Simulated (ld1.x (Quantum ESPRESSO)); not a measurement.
## Configuration tests for calcium (TM)

- Element: calcium (Ca)
- Generator: ld1.x (Quantum ESPRESSO) 7.5
- Type: norm-conserving Troullier–Martins (Kleinman–Bylander form)
- Functional: PBE
- Relativity: scalar-relativistic
- Frozen core: [Ne] 3s2
- Valence charge: 8
- Reference configuration: 3p6 3d0 4s1.5 4p0 (charge +0.5)
- Partial waves: 4s (bound): rc 3.15 bohr; 3d (bound, empty): rc 2.85 bohr; 3p (bound): rc 1.50 bohr
- Local potential: the p channel
- Core correction: a·sin(br)/r model core, default radius (core density twice the valence density)

Energies are relative to the spin-unpolarised reference configuration 3p6 3d0 4s1.5 4p0; without spin polarisation the order of configurations can differ from experiment.

| valence configuration | charge | ΔE all-electron (eV) | error AE − PS (meV) |
| --- | --- | --- | --- |
| 3p6 3d0 4s1 4p0 | +1 | 3.806 | +0.6 |
| 3p6 3d0 4s0 4p0 | +2 | 15.626 | +5.0 |
| 3p6 3d1 4s0 4p0 | +1 | 5.185 | +10 |
| 3p6 3d0 4s0 4p1 | +1 | 6.854 | +13 |
| 3p6 3d1 4s1 4p0 | 0 | -0.221 | +14 |

Q: What are ΔE and the potential's error for 3p6 3d0 4s0 4p2?

A: ΔE = 2.448 eV all-electron; the error (AE − PS) is +13 meV.

Q: What are ΔE and the potential's error for 3p6 3d0 4s2 4p0?

A: ΔE = -2.504 eV all-electron; the error (AE − PS) is +0.6 meV.

Levels in the configuration 3p6 3d0 4s1 4p0:

| level | all-electron (eV) | pseudo (eV) |
| --- | --- | --- |
| 3p | -34.881 | -34.837 |
| 4s | -8.965 | -8.962 |

Note: ghost state, extra bound levels that the all-electron valence spectrum of the same l lacks: s at -42.0 eV. A true bound ghost makes a file unfit for plane-wave use.
